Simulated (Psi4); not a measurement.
Dimer: CH4 (SMILES C) (first 5 atoms) with ClH3Si (SMILES [SiH3]Cl); geometry from B3LYP-D3(BJ)/def2-TZVP, rigid monomers moved along the line of their centres of mass till C1···Si6 is 6.78 Å.
(charge 0, multiplicity 1):
```csv
atom,x (Å),y (Å),z (Å)
C,0.0018,-0.0905,0.2082
H,0.3848,-0.0369,-0.8099
H,-0.3341,-1.1057,0.4154
H,0.7904,0.1814,0.9080
H,-0.8348,0.5988,0.3161
Si,-0.8008,0.2349,6.9326
Cl,1.2165,0.6690,7.0563
H,-1.4610,1.2938,6.1462
H,-1.3479,0.1936,8.3029
H,-0.9595,-1.0755,6.2747
```

These are SAPT0/jun-cc-pV(D+d)Z run with Psi4 1.11 values and carry that method's errors.

Question: Which attractive term is largest, and how does the interaction split up?

Answer: electrostatics 0.0, exchange 0.0, induction 0.0, dispersion -0.1, total -0.2 kJ/mol; the largest attraction is dispersion.
